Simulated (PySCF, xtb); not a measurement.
C₃H₃ClF₂, SMILES [C@@H]1([C@@H](F)[C@@H]1Cl)F.

GFN2-xTB in xtb at its own geometry gives an orbital gap of 6.70 eV and a dipole moment of 1.91 D.

Coordinates come from a B3LYP-D3(BJ)/def2-SVP optimisation. The structure was generated by enumeration; whether it is a known compound was not checked.

Q: What does PySCF with PBE/def2-TZVP give? (The exact figures need the calculation; the answer reports its results.)

A: gap 5.52 eV (levels -6.84 and -1.32 eV), dipole 1.10 D.
